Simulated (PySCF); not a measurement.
- PBE0/pcSseg-1 with gauge-including orbitals
- geometry: GFN2-xTB
- run in PySCF 2.14.0 with density-fitted response routines
- averaged over atoms made equivalent by symmetry, fast rotation or ring inversion, gas phase, a single conformation, non-relativistic

References, each an isolated molecule treated in the same way: 1H, 13C vs TMS. Shifts are as computed. Against solution values, carbons near 30 ppm lie about +3 ppm off and those near 130 ppm about +5 ppm. Of 1211 compounds with measured shifts, 218 miss one by over three times the rms of a fit or turn the order of signals round; such compounds aren't used in these exercises.

**Question.** Order these molecules by the shift of their most shielded carbon, lowest δ first.
A. Cc1cc(F)c(C)nn1
B. C=P12C=CC(C=C1)C=C2
C. c1ccc2c(c1)CPC2
D. CC(=O)c1cccc(CF)c1

**Answer.** B (-15.5 ppm, carbon double-bonded to a heavier main-group atom), A (19.9 ppm, methyl carbon on an aromatic ring), D (28.7 ppm, methyl carbon α to a carbonyl), C (33.3 ppm, sp3 CH2 bonded to P, on an aromatic ring).

**Question.** How many 13C and 1H signals does each give (equivalence by symmetry and fast rotation, but not about amide C–N or C=N bonds)? `C=P12C=CC(C=C1)C=C2`, `c1ccc2c(c1)CPC2`, `Cc1cc(F)c(C)nn1`, `CC(=O)c1cccc(CF)c1`

**Answer.** C=P12C=CC(C=C1)C=C2: 4 C, 4 H; c1ccc2c(c1)CPC2: 4 C, 4 H; Cc1cc(F)c(C)nn1: 6 C, 3 H; CC(=O)c1cccc(CF)c1: 9 C, 6 H.
